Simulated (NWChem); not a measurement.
System: C2H5FSi2; SMILES C#C[Si@@H](F)[SiH3]

NWChem input:

```
start job
memory heap 200 mb stack 900 mb global 1100 mb
geometry units angstroms noautoz
  C      1.091831    -2.596009     0.252582
  C      0.414606    -1.622499    -0.022936
  Si    -0.533955    -0.111604    -0.428618
  F     -1.908970    -0.102309     0.446966
  Si     0.729956     1.779931     0.133752
  H      1.684988    -3.460755     0.494892
  H     -0.919271    -0.153799    -1.866692
  H     -0.037590     3.026203    -0.168208
  H      1.069929     1.745110     1.587605
  H      1.989815     1.773609    -0.671295
end
basis spherical
  * library def2-tzvp
end
dft
  xc xpbe96 cpbe96
  iterations 150
  semidirect filesize 400000000
  mulliken
end
task dft energy
```

Parts of the log:

```
             Northwest Computational Chemistry Package (NWChem) 7.3.0
             --------------------------------------------------------

 C1  symmetry detected

                             Geometry "geometry" -> ""
                             -------------------------

 Output coordinates in angstroms (scale by  1.889725989 to convert to a.u.)

  No.       Tag          Charge          X              Y              Z
 ---- ---------------- ---------- -------------- -------------- --------------
    1 C                    6.0000     1.09635598    -2.60770776     0.24165808
    2 C                    6.0000     0.43000926    -1.62737063    -0.03616697
    3 Si                  14.0000    -0.50183871    -0.10686606    -0.44467006
    4 F                    9.0000    -1.88319125    -0.08751560     0.42071465
    5 Si                  14.0000     0.77486422     1.77163148     0.13231545
    6 H                    1.0000     1.67986868    -3.47843555     0.48595511
    7 H                    1.0000    -0.87680798    -0.14167335    -1.88567394
    8 H                    1.0000     0.02085996     3.02560681    -0.17186221
    9 H                    1.0000     1.10368144     1.72979334     1.58854740
   10 H                    1.0000     2.04057057     1.75610363    -0.66338026

 Effective nuclear repulsion energy (a.u.)     251.6632221795

  pbe96 is a nonlocal functional; adding pw91lda local functional.

                                 NWChem DFT Module
                                 -----------------

 Summary of "ao basis" -> "ao basis" (spherical)
 ------------------------------------------------------------------------------
       Tag                 Description            Shells   Functions and Types
 ---------------- ------------------------------  ------  ---------------------
 C                         def2-tzvp                11       31   5s3p2d1f
 Si                        def2-tzvp                13       37   5s5p2d1f
 F                         def2-tzvp                11       31   5s3p2d1f
 H                         def2-tzvp                 4        6   3s1p

            General Information
            -------------------
          SCF calculation type: DFT
          Wavefunction type:  closed shell.
          No. of atoms     :    10
          No. of electrons :    54
           Alpha electrons :    27
            Beta electrons :    27
          Charge           :     0
          Spin multiplicity:     1
          Use of symmetry is: off; symmetry adaption is: off
          Maximum number of iterations: 150
          AO basis - number of functions:   197
                     number of shells:    79
          Convergence on energy requested:  1.00D-06
          Convergence on density requested:  1.00D-05
          Convergence on gradient requested:  5.00D-04

              XC Information
              --------------
          PerdewBurkeErnzerhof Exchange Functional  1.000
            Perdew 1991 LDA Correlation Functional  1.000 local
           PerdewBurkeErnz. Correlation Functional  1.000 non-local

             Grid Information
             ----------------
          Grid used for XC integration:  medium
          Radial quadrature: Mura-Knowles
          Angular quadrature: Lebedev.
          Tag              B.-S. Rad. Rad. Pts. Rad. Cut. Ang. Pts.
          ---              ---------- --------- --------- ---------
          C                   0.70       49          14.0       434
          Si                  1.10       88          13.0       590
          F                   0.50       49          12.0       434
          H                   0.35       45          15.0       434
          Grid pruning is: on
          Number of quadrature shells:   548
          Spatial weights used:  Erf1

      Superposition of Atomic Density Guess
      -------------------------------------

 Sum of atomic energies:        -754.93060177

      Non-variational initial energy
      ------------------------------

 Total energy =    -756.586856
 1-e energy   =   -1544.200661
 2-e energy   =     535.950582
 HOMO         =      -0.308238
 LUMO         =      -0.026587

------------------------------------------------------------
EAF file 0: "./job.aoints.0" size=629669888 bytes
------------------------------------------------------------
               write      read    awrite     aread      wait
               -----      ----    ------     -----      ----
     calls:     1201         0         0         0         0
   data(b): 6.30e+08  0.00e+00  0.00e+00  0.00e+00
   time(s): 0.00e+00  0.00e+00  0.00e+00  0.00e+00  0.00e+00
rate(mb/s): 0.00e+00  0.00e+00
------------------------------------------------------------

     ---------------------------------------------
      Total Density - Mulliken Population Analysis
     ---------------------------------------------

    Atom       Charge   Shell Charges
 -----------   ------   -------------------------------------------------------
    1 C    6     6.16   0.86  1.12  0.61  0.45  0.17  1.15  1.34  0.43  0.01  0.00  0.01
    2 C    6     6.36   0.86  1.12  0.59  0.75  0.10  1.22  1.29  0.36  0.01  0.04  0.01
    3 Si  14    13.14   2.00  0.59  1.39  0.82  0.42  4.10  1.73  0.47  1.02  0.26  0.13  0.15  0.05
    4 F    9     9.53   0.77  1.20  0.61  1.01  0.31  2.37  2.36  0.88  0.00  0.01  0.00
    5 Si  14    13.92   2.00  0.59  1.39  0.89  0.51  4.12  1.73  0.52  1.45  0.60  0.06  0.06  0.01
    6 H    1     0.75   0.21  0.42  0.10  0.02
    7 H    1     1.05   0.23  0.53  0.29  0.01
    8 H    1     1.03   0.22  0.54  0.26  0.01
    9 H    1     1.03   0.22  0.54  0.26  0.01
   10 H    1     1.02   0.22  0.53  0.26  0.01

   convergence    iter        energy       DeltaE   RMS-Dens  Diis-err
 ---------------- ----- ----------------- --------- --------- ---------
 d= 0,ls=0.0,diis     1   -757.5279767333 -1.01D+03  9.78D-03  1.50D+00
 d= 0,ls=0.0,diis     2   -757.3752790785  1.53D-01  5.93D-03  2.90D+00
 d= 0,ls=0.0,diis     3   -757.5985069817 -2.23D-01  1.71D-03  4.03D-01
 d= 0,ls=0.0,diis     4   -757.6231137723 -2.46D-02  8.12D-04  3.95D-02
 d= 0,ls=0.0,diis     5   -757.6243527458 -1.24D-03  4.02D-04  3.39D-02
  Resetting Diis
 d= 0,ls=0.0,diis     6   -757.6286468081 -4.29D-03  1.45D-04  2.16D-03
 d= 0,ls=0.0,diis     7   -757.6289138200 -2.67D-04  6.20D-05  5.26D-05
 d= 0,ls=0.0,diis     8   -757.6289021292  1.17D-05  3.51D-05  1.61D-04
 d= 0,ls=0.0,diis     9   -757.6289207518 -1.86D-05  7.98D-06  4.35D-06
 d= 0,ls=0.0,diis    10   -757.6289210942 -3.42D-07  1.78D-06  3.50D-07

         Total DFT energy =     -757.628921094212
      One electron energy =    -1548.385323400708
           Coulomb energy =      603.542216249561
    Exchange-Corr. energy =      -64.449036122534
 Nuclear repulsion energy =      251.663222179469

 Numeric. integr. density =       54.000027154012

                       DFT Final Molecular Orbital Analysis
                       ------------------------------------

 Vector   25  Occ=2.000000D+00  E=-2.899912D-01
              MO Center=  3.5D-01, -7.5D-01, -4.5D-03, r^2= 4.3D+00
   Bfn.  Coefficient  Atom+Function         Bfn.  Coefficient  Atom+Function
  ----- ------------  ---------------      ----- ------------  ---------------
    37      0.164667   2 C  px               78      0.156939   3 Si py
    39      0.148259   2 C  pz              145     -0.140081   5 Si px
     7      0.134298   1 C  py              106     -0.133159   4 F  py
    40      0.129477   2 C  px              146     -0.127007   5 Si py
    42      0.120082   2 C  pz                8      0.114262   1 C  pz

 Vector   26  Occ=2.000000D+00  E=-2.751838D-01
              MO Center=  6.9D-01, -2.0D+00,  7.9D-02, r^2= 1.9D+00
   Bfn.  Coefficient  Atom+Function         Bfn.  Coefficient  Atom+Function
  ----- ------------  ---------------      ----- ------------  ---------------
     8      0.231385   1 C  pz               39      0.231295   2 C  pz
    42      0.196089   2 C  pz                6     -0.186344   1 C  px
    11      0.185561   1 C  pz               37     -0.180744   2 C  px
    40     -0.157438   2 C  px                9     -0.151917   1 C  px
    14      0.109805   1 C  pz               12     -0.100489   1 C  px

 Vector   27  Occ=2.000000D+00  E=-2.544014D-01
              MO Center=  3.7D-01, -5.0D-01, -1.2D-01, r^2= 5.1D+00
   Bfn.  Coefficient  Atom+Function         Bfn.  Coefficient  Atom+Function
  ----- ------------  ---------------      ----- ------------  ---------------
   146      0.201309   5 Si py                8      0.146692   1 C  pz
    78     -0.144216   3 Si py              176      0.143187   7 H  s
     6      0.136103   1 C  px              145      0.132071   5 Si px
    38      0.130345   2 C  py              175      0.125544   7 H  s
    11      0.119946   1 C  pz                7      0.117505   1 C  py

 Vector   28  Occ=0.000000D+00  E=-7.560829D-02
              MO Center=  2.4D-01, -7.6D-01, -1.6D-01, r^2= 5.0D+00
   Bfn.  Coefficient  Atom+Function         Bfn.  Coefficient  Atom+Function
  ----- ------------  ---------------      ----- ------------  ---------------
    80      0.417088   3 Si px               67      0.360609   3 Si s
    43      0.268912   2 C  px               77      0.221090   3 Si px
   135     -0.208751   5 Si s                12     -0.207531   1 C  px
    14      0.207129   1 C  pz              194     -0.200317  10 H  s
     5     -0.183762   1 C  s                 6     -0.180315   1 C  px

 Vector   29  Occ=0.000000D+00  E=-5.164442D-02
              MO Center=  5.2D-01, -1.1D+00, -2.4D-02, r^2= 5.1D+00
   Bfn.  Coefficient  Atom+Function         Bfn.  Coefficient  Atom+Function
  ----- ------------  ---------------      ----- ------------  ---------------
    14      0.335642   1 C  pz              182     -0.295828   8 H  s
    45     -0.283134   2 C  pz              176     -0.284117   7 H  s
    13      0.273701   1 C  py              135      0.265193   5 Si s
   148     -0.253594   5 Si px               44     -0.222338   2 C  py
     8      0.210782   1 C  pz               36     -0.180830   2 C  s

 Vector   30  Occ=0.000000D+00  E=-2.337473D-02
              MO Center=  2.9D-01,  7.1D-01, -2.1D-01, r^2= 5.7D+00
   Bfn.  Coefficient  Atom+Function         Bfn.  Coefficient  Atom+Function
  ----- ------------  ---------------      ----- ------------  ---------------
    36      0.886416   2 C  s               188      0.749234   9 H  s
   135     -0.719210   5 Si s                81      0.714686   3 Si py
   149      0.599179   5 Si py              150     -0.563367   5 Si pz
     5     -0.514679   1 C  s                67      0.339185   3 Si s
   182     -0.319774   8 H  s               194     -0.224024  10 H  s

------------------------------------------------------------
EAF file 0: "./job.aoints.0" size=962068480 bytes
------------------------------------------------------------
               write      read    awrite     aread      wait
               -----      ----    ------     -----      ----
     calls:     1835         9         0     16506     16506
   data(b): 9.62e+08  4.72e+06  0.00e+00  8.65e+09
   time(s): 0.00e+00  0.00e+00  0.00e+00  0.00e+00  0.00e+00
rate(mb/s): 0.00e+00  0.00e+00
------------------------------------------------------------

     ---------------------------------------------
      Total Density - Mulliken Population Analysis
     ---------------------------------------------

    Atom       Charge   Shell Charges
 -----------   ------   -------------------------------------------------------
    1 C    6     6.13   0.86  1.11  0.58  0.49  0.16  1.29  1.21  0.43  0.01 -0.01  0.01
    2 C    6     6.15   0.86  1.11  0.55  0.77  0.08  1.28  1.16  0.30  0.01  0.03  0.01
    3 Si  14    13.55   2.01  0.57  1.39  0.90  0.32  4.13  1.67  0.61  1.23  0.21  0.20  0.24  0.06
    4 F    9     9.28   0.77  1.20  0.61  0.97  0.35  2.28  2.11  0.98  0.00  0.01  0.00
    5 Si  14    14.01   2.00  0.57  1.40  0.94  0.47  4.13  1.67  0.62  1.56  0.48  0.08  0.08  0.01
    6 H    1     0.83   0.26  0.44  0.10  0.02
    7 H    1     1.03   0.25  0.52  0.26  0.01
    8 H    1     1.01   0.24  0.53  0.23  0.01
    9 H    1     1.00   0.24  0.53  0.22  0.01
   10 H    1     1.01   0.24  0.53  0.23  0.01

     -------------------------------------------
      Total Density - Lowdin Population Analysis
     -------------------------------------------

    Atom       Charge   Shell Charges
 -----------   ------   -------------------------------------------------------
    1 C    6     6.07   0.91  1.03  0.39  0.39  0.20  1.10  1.26  0.62  0.01  0.12  0.04
    2 C    6     6.20   0.91  1.03  0.38  0.39  0.21  1.11  1.29  0.66  0.01  0.17  0.04
    3 Si  14    13.92   2.00  0.83  1.09  0.49  0.31  3.85  1.87  0.69  1.10  0.55  0.22  0.68  0.24
    4 F    9     8.99   0.86  1.10  0.60  0.72  0.39  2.14  2.12  1.05  0.00  0.01  0.00
    5 Si  14    13.87   2.00  0.83  1.10  0.59  0.37  3.85  1.87  0.73  1.35  0.81  0.08  0.25  0.04
    6 H    1     0.87   0.24  0.38  0.17  0.07
    7 H    1     1.02   0.24  0.46  0.29  0.02
    8 H    1     1.02   0.24  0.46  0.29  0.03
    9 H    1     1.02   0.24  0.46  0.29  0.03
   10 H    1     1.02   0.24  0.46  0.29  0.03

     Multipole analysis of the density
     ---------------------------------

     L   x y z        total         alpha         beta         nuclear
     -   - - -        -----         -----         ----         -------
     0   0 0 0     -0.000000    -27.000000    -27.000000     54.000000

     1   1 0 0      0.610888      0.305444      0.305444      0.000000
     1   0 1 0     -0.149203     -0.074601     -0.074601     -0.000000
     1   0 0 1     -0.158673     -0.079337     -0.079337     -0.000000

     2   2 0 0    -34.751424   -126.550165   -126.550165    218.348907
     2   1 1 0     -2.677586     -1.226261     -1.226261     -0.225064
     2   1 0 1      1.329966     -2.532879     -2.532879      6.395724
     2   0 2 0    -29.668547   -243.759361   -243.759361    457.850176
     2   0 1 1     -0.983883     -0.183942     -0.183942     -0.615999
     2   0 0 2    -33.861638    -37.910112    -37.910112     41.958587
```

Level: PBE/def2-TZVP. Geometry: optimised at PBE0/def2-SVP.
